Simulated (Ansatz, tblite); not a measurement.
Spin states of Ga2H2⁺ (the lowest doublet isomer of a short search), each relaxed with PBE-D4/def2-TZVP in Ansatz. Electronic energies in the gas phase.

The xTB rows come from tblite. HSE06 is defined as in plane-wave codes, on full-range PBE exchange. Correlated methods freeze 18 core orbitals; core or outer-core shells of Ga are correlated, in sets that lack core-valence functions. The structure comes from a short search, and lower isomers may exist.

Doublet geometry (C2h within 0.1 Å):

```xyz
4

Ga    1.131   -0.595   -0.133
Ga   -1.134    0.592    0.130
H    -1.877    1.967   -0.128
H     1.880   -1.964    0.131
```

Quartet geometry (C2 within 0.1 Å):

Cartesian coordinates in Å:
```
Ga -0.739 1.137 -0.920
Ga -0.309 -1.079 1.195
H 0.988 -0.173 1.661
H 0.061 0.115 -1.936
```

⟨S²⟩: doublet 0.76 at PBE0-D4/def2-TZVP (pure 0.75), quartet 3.77 at PBE0-D4/def2-TZVP (pure 3.75).

Only these spin states were relaxed. The quartet has other bonds than the doublet, so the gap mixes isomer and spin.

| level | quartet − doublet (kcal/mol) | lowest of these |
| --- | --- | --- |
| GFN1-xTB | 102.9 | doublet |
| GFN2-xTB | 90.7 | doublet |
| HF/def2-TZVP | 42.4 | doublet |
| HF/def2-TZVPP | 42.3 | doublet |
| LDA (SPW92)/def2-TZVP | 60.1 | doublet |
| PBE-D4/def2-TZVP | 54.9 | doublet |
| BLYP-D4/def2-TZVP | 54.9 | doublet |
| r2SCAN-D4/def2-TZVP | 53.1 | doublet |
| r2SCANh-D4/def2-TZVP | 52.7 | doublet |
| PBE0-D4/def2-TZVP | 54.7 | doublet |
| HSE06-D4/def2-TZVP | 54.7 | doublet |
| RPA@PBE/def2-TZVP | 56.4 | doublet |
| MP2/def2-TZVP | 56.6 | doublet |
| MP2/def2-TZVPP | 57.2 | doublet |
| CCSD/def2-TZVPP | 57.3 | doublet |
| CCSD(T)/def2-TZVPP | 57.9 | doublet |

Change of the quartet − doublet gap on mixing in exact exchange, in kcal/mol: PBE to PBE0 (25 % exact exchange) -0.2; r2SCAN to r2SCANh (10 % exact exchange) -0.3.

The xTB methods have no term that favours high spin, so they put low spin too low.
